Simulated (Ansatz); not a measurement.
Compare A (`F/C=C/C(F)=C\F`) with its isomer B (`FC1=C[C@H](F)[C@H]1F`).

Program: Ansatz. Geometries: PBE0-D4/def2-TZVP. ΔE: electronic, gas phase. CCSD(T)/CBS is the MP2 limit (def2-TZVPP, def2-QZVPP) plus CCSD(T) − MP2 in def2-TZVPP, frozen cores. DFT in def2-TZVPP. B3LYP here is the variant with VWN-RPA as its local correlation; programs differ in this. Each species was taken in one conformer, which may not be the lowest.

A:

```xyz
10

F     1.9448   -2.1386    0.6375
C     0.8789   -1.3588    0.7974
C     0.5753   -0.4189   -0.0887
C    -0.5691    0.4383    0.0569
F    -1.3264    0.2390    1.1484
C    -0.9509    1.4031   -0.7759
F    -0.2511    1.6625   -1.8824
H     0.3215   -1.5810    1.6986
H     1.1983   -0.2734   -0.9625
H    -1.8214    2.0277   -0.6295
```

B:

```xyz
10

F    -1.498    1.799   -0.556
C    -0.670    0.799   -0.370
C     0.149    0.119   -1.166
C     0.705   -0.647    0.003
F     0.570   -2.013   -0.067
C    -0.353    0.065    0.889
F     0.128    0.815    1.929
H     0.358    0.095   -2.225
H     1.732   -0.419    0.295
H    -1.121   -0.613    1.267
```

Q: Which isomer does CCSD(T)/CBS put lower? Give the gap. (Estimate.)

A: The calculation gave: A, by 1.8 kcal/mol.

Q: Give E(B) − E(A) in kcal/mol with B3LYP, PBE-D4, HF/def2-TZVPP, LDA (SPW92), ωB97M-V, MP2/def2-TZVPP, B2PLYP. (An estimate is asked.)

A: Computed: B3LYP 7.4, PBE-D4 3.8, HF/def2-TZVPP 3.8, LDA (SPW92) 1.4, ωB97M-V 1.4, MP2/def2-TZVPP 0.1, B2PLYP 4.8. None reverses the order clearly.

Q: Does the order hold for the free energy at 298.15 K (harmonic terms from PBE0-D4)? (Best estimate.)

A: Ansatz gave: Yes: G(B) − G(A) = +3.5 kcal/mol, for one conformer each.

Largest T1 diagnostic: 0.013.

From r2SCAN to r2SCAN0 (25 % exact exchange), in def2-TZVPP and without D4, E(B) − E(A) moves by −2.8 kcal/mol. Leaving LDA and LC-ωPBE aside and taking each functional with its dispersion term where it has one, the values, not all of them listed here, spread over 11.0 kcal/mol, from PBE-QIDH to BLYP-D4. LDA lies −2.7 kcal/mol from PBE without D4.
